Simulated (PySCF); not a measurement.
C₂H₈ClNSi₂, SMILES N(/[SiH3])=C\[Si@@H](Cl)C.

Geometry optimised at ωB97X-D3(BJ)/def2-SVP. The structure was generated by enumeration; whether it is a known compound was not checked. The values are those of a single conformer.

All values below come from PBE/def2-TZVP (PySCF).

Gas-phase values at a fixed geometry.

The total energy is -1174.42650 hartree and the highest occupied level is -5.71 eV. The lowest empty level is -2.66 eV and the orbital gap comes out as 3.05 eV. The dipole moment is 0.95 D and the quadrupole, principal values (traceless, Buckingham form, about the centre of nuclear charge) is -6.60, 0.93, 5.67 D·Å. The mean static polarisability comes out as 101.6 bohr³ (15.05 Å³) and the polarisability, principal values is 78.2, 94.4, 132.1 bohr³.
